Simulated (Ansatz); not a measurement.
Gas-phase electronic energies from Ansatz, PBE0-D4/def2-TZVP geometries. CCSD(T)/CBS is the MP2 limit (def2-TZVPP, def2-QZVPP) plus CCSD(T) − MP2 in def2-TZVPP, frozen cores. Functionals use def2-TZVPP. B3LYP here is the variant with VWN-RPA as its local correlation; programs differ in this. For Ga, Ge outer-core shells are correlated without core-valence functions, which leaves a few kJ/mol of doubt a bond. Scalar relativity is left out up to krypton. Each species was taken in one conformer, which may not be the lowest.

`[F][Ga]([F])[SiH3]` + `[NH2][GeH2][OH]` → `[OH][GeH2][NH][SiH3]` + `[F][GaH][F]`  (cleavage of the Si–Ga bond)

```csv
level,ΔE (kJ/mol)
PBE0-D4,-21.9
B3LYP-D4,-29.1
```

**Question.** What does CCSD(T)/CBS give? (Estimate.)

**Answer.** Ansatz gave: -32.2 kJ/mol. The listed levels differ from it by 10.3, 3.1 kJ/mol.

Largest T1 diagnostic among the species: 0.015.

The D4 term adds −4.6 kJ/mol with B3LYP and −2.6 kJ/mol with PBE0; it sums over pairs of atoms, weighted by their polarisabilities, and B3LYP, whose exchange is more repulsive, gets the larger term. From PBE to PBE0 (25 % exact exchange), in def2-TZVPP and without D4, ΔE moves by −7.7 kJ/mol.
